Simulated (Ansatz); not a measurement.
Abridged output of a molecular run in Ansatz:

```
Functional definition: HF
994 factors; integrals over basis functions are off by at most 9.2e-4 eV
mean field evaluation 1: about -79389.8235 eV, gradient 2.4e1 eV
mean field evaluation 2: about -79389.8268 eV, gradient 2.4e1 eV
mean field evaluation 4: about -79392.5216 eV, gradient 2.4e0 eV
mean field evaluation 8: about -79392.6095 eV, gradient 1.5e-1 eV
mean field -79392.61021961 eV, -2917.6246113265 hartree, gradient 7.0e-6 eV, S^2 0.756494; 0 other end points of the search recorded, 0 dependent functions left out
15 core orbitals not correlated: weight in the atoms' cores, before any rotation towards them, 1.000 or more for the frozen orbitals, at most 0.000 for the correlated occupied ones
reference -79392.61021961 eV, -2917.6246113265 hartree; 15, 14 occupied and 133, 134 virtual orbitals, 994 factors
second order -16.04210663 eV of doubles, -0.00000000 eV of singles
cycle   1  -16.27042426 eV  change   -2.3e-1 eV  update   7.9e-2
cycle   2  -16.65876640 eV  change   -3.9e-1 eV  update   2.5e-2
cycle   3  -16.72034065 eV  change   -6.2e-2 eV  update   1.4e-2
cycle   4  -16.70908203 eV  change    1.1e-2 eV  update   5.3e-3
cycle   5  -16.71080600 eV  change   -1.7e-3 eV  update   2.8e-3
cycle   6  -16.71107611 eV  change   -2.7e-4 eV  update   1.0e-3
cycle   7  -16.71112785 eV  change   -5.2e-5 eV  update   3.8e-4
cycle   8  -16.71128929 eV  change   -1.6e-4 eV  update   1.4e-4
cycle   9  -16.71127433 eV  change    1.5e-5 eV  update   6.0e-5
cycle  10  -16.71124898 eV  change    2.5e-5 eV  update   2.6e-5
perturbative correction -0.61415301 eV, -0.0225697067 hartree
Total energy: -79409.93562160 eV, -2918.2613081060 hartree
Checks for a lower state left out: cluster_reference
```

Its atoms:

Z-matrix (Å, degrees):
```
N
Si 1 1.704
H 1 1.006 2 123.3
H 1 1.007 2 121.6 3 162.3
Br 2 2.242 1 110.7 3 59.2
H 2 1.492 1 105.7 3 176.9
```

Which basis set was used?
A. cc-pV(D+d)Z
B. def2-QZVPP
C. def2-TZVPP
D. cc-pV(Q+d)Z

C. It gives 163 functions.

Write the keys of the input that set method, charge and spin (a neutral closed shell needs none for the last two).


```yaml
magnetization: {spin_polarized: true, initial_magnetization: 1}
correlation: {method: ccsd_t}
scf: {omitted_lower_state_checks: [cluster_reference]}
```
